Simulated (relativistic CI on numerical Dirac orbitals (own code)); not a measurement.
**Hyperfine structure of Tm31+, mass number 171**

Computed by Dirac-Coulomb-Breit CI, orbitals from a KLI potential per configuration, QED by a radiative potential, unscaled Slater integrals (own radial code, finite nucleus).

CI space (outside the closed core [Ar] 3d10): 4s2 4p6 4d2, 4s2 4p5 4d3, 4s2 4p6 4d 4f, 4s 4p6 4d3, 4s2 4p5 4d2 4f, 4s 4p6 4d2 4f, 4s2 4p6 4d 5s, 4s2 4p6 4f 5s, 4s2 4p6 4d 5p, 4s2 4p6 4f2, 4s2 4p5 4f3, 4s 4p6 4f3, 4s2 4p6 4f 5p, 4s2 4p5 4f2 5p, 4s 4p6 4f2 5p. Double excitations out of closed p, d and f shells are left out; levels of such configurations are missing from the list, as are those of other unlisted configurations, and high levels can miss mixing partners.

Nuclear spin I = 1/2, μ = -0.23 μN (tables of Stone and Pyykkö). The electronic factors are computed for point nuclear moments, without core polarisation or the Bohr-Weisskopf and QED corrections.

| Level | E (eV) | A (MHz) |
| --- | --- | --- |
| 4s2 4p6 4d2 3F_2 | 0.0000 | -9045 |
| 4s2 4p6 4d2 3F_3 | 11.4297 | -5179 |
| 4s2 4p6 4d2 1G_4 | 15.9333 | -5350 |
| 4s2 4p6 4d2 3P_1 | 16.1624 | 299.2 |
| 4s2 4p6 4d2 3F_4 | 26.0949 | -3893 |

Levels with J = 0, under 50 % of one LS term, or S terms without an open s electron are left out. Small factors come from cancelling terms and can be off by tens of per cent or more.

At this charge energies of transitions that change n are usually good to better than 1 %, and those within a shell (Δn = 0) to a few per cent. Terms inside the open d or f shell come out 10 to 20 % too wide with unscaled integrals.

Question: Give the hyperfine levels of 4s2 4p6 4d2 3F_2 relative to its centre of gravity.

Answer: With K = F(F + 1) − I(I + 1) − J(J + 1), E = AK/2: F = 3/2: 13570, F = 5/2: -9045 MHz.

LS names give the leading component of a level, which can be under half, so a name can repeat, a term be missing and a line seem to break the LS rules.
